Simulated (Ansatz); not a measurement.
Reaction (formal exchange of groups at the Si–S bond): `O[SiH2]S[SiH3]` + `FCC(F)Cl` → `O[SiH2]C(F)Cl` + `FCS[SiH3]`

Computed with Ansatz on PBE0-D4/def2-TZVP structures; ΔE is electronic, products minus reactants. CCSD(T)/CBS adds triple-zeta CCSD(T) − MP2 to the extrapolated MP2 energy (def2 sets, frozen cores). Functionals use def2-TZVPP. Each species was taken in one conformer, which may not be the lowest.

Task: Is it downhill or uphill in electronic energy at CCSD(T)/CBS, and by how much? (Estimate.)

Result: The calculation gave: Uphill: ΔE = +116.2 kJ/mol.

Task: What do these levels give: ωB97M-V, PBE0, CCSD(T)/def2-TZVPP, HF/def2-QZVPP, HF/CBS(def2), MP2/CBS(def2)? (Best estimate.)

Result: Ansatz gave: ωB97M-V 114.0, PBE0 115.4, CCSD(T)/def2-TZVPP 117.4, HF/def2-QZVPP 123.4, HF/CBS(def2) 123.3, MP2/CBS(def2) 120.9 kJ/mol.

Largest T1 diagnostic among the species: 0.012.

From PBE to PBE0 (25 % exact exchange), in def2-TZVPP and without D4, ΔE moves by +8.7 kJ/mol.
